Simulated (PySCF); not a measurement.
Cl2H5NSi2, SMILES N[SiH2][SiH](Cl)Cl.

Coordinates come from a B3LYP-D3(BJ)/def2-SVP optimisation. This is a generated structure with no PubChem entry under its InChIKey; it may be hypothetical. Other conformers were not sampled.

Method: TDDFT-PBE0/def2-SVPD (PySCF).

Vertical excitations. The molecule is in vacuum. State labels are in the subgroup Cs.

```json
[
 {"state": "S1", "symmetry": "A'", "energy (eV)": "5.31", "λ (nm)": "233", "f": "0.017", "main pairs": "HOMO→LUMO 98 %"},
 {"state": "S2", "symmetry": "A\"", "energy (eV)": "5.76", "λ (nm)": "215", "f": "0.018", "main pairs": "HOMO→LUMO+1 98 %"},
 {"state": "S3", "symmetry": "A'", "energy (eV)": "6.52", "λ (nm)": "190", "f": "0.072", "main pairs": "HOMO→LUMO+2 71 %, HOMO→LUMO+3 12 %, HOMO−1→LUMO 11 %"},
 {"state": "S4", "symmetry": "A'", "energy (eV)": "6.71", "λ (nm)": "185", "f": "0.000", "main pairs": "HOMO−1→LUMO 76 %, HOMO→LUMO+2 18 %"},
 {"state": "S5", "symmetry": "A'", "energy (eV)": "7.06", "λ (nm)": "176", "f": "0.160", "main pairs": "HOMO→LUMO+3 82 %"},
 {"state": "S6", "symmetry": "A\"", "energy (eV)": "7.08", "λ (nm)": "175", "f": "0.001", "main pairs": "HOMO−1→LUMO+1 91 %"},
 {"state": "S7", "symmetry": "A\"", "energy (eV)": "7.15", "λ (nm)": "174", "f": "0.015", "main pairs": "HOMO−2→LUMO 90 %"},
 {"state": "S8", "symmetry": "A'", "energy (eV)": "7.32", "λ (nm)": "169", "f": "0.002", "main pairs": "HOMO→LUMO+5 48 %, HOMO→LUMO+4 18 %, HOMO−2→LUMO+1 14 %, HOMO−4→LUMO 13 %"},
 {"state": "S9", "symmetry": "A\"", "energy (eV)": "7.36", "λ (nm)": "169", "f": "0.002", "main pairs": "HOMO−3→LUMO 91 %"},
 {"state": "S10", "symmetry": "A'", "energy (eV)": "7.40", "λ (nm)": "167", "f": "0.064", "main pairs": "HOMO→LUMO+4 58 %, HOMO→LUMO+5 25 %"},
 {"state": "T1", "symmetry": "A'", "energy (eV)": "4.74", "λ (nm)": "261", "f": "0", "main pairs": "HOMO→LUMO 95 %"},
 {"state": "T2", "symmetry": "A\"", "energy (eV)": "5.14", "λ (nm)": "241", "f": "0", "main pairs": "HOMO→LUMO+1 93 %"},
 {"state": "T3", "symmetry": "A'", "energy (eV)": "6.00", "λ (nm)": "207", "f": "0", "main pairs": "HOMO→LUMO+2 74 %, HOMO−1→LUMO 17 %"},
 {"state": "T4", "symmetry": "A'", "energy (eV)": "6.33", "λ (nm)": "196", "f": "0", "main pairs": "HOMO−1→LUMO 45 %, HOMO→LUMO+3 34 %, HOMO→LUMO+4 8 %"}
]
```
Triplets are in the Tamm–Dancoff approximation, which puts them higher than full response would, so one can lie above its singlet here.
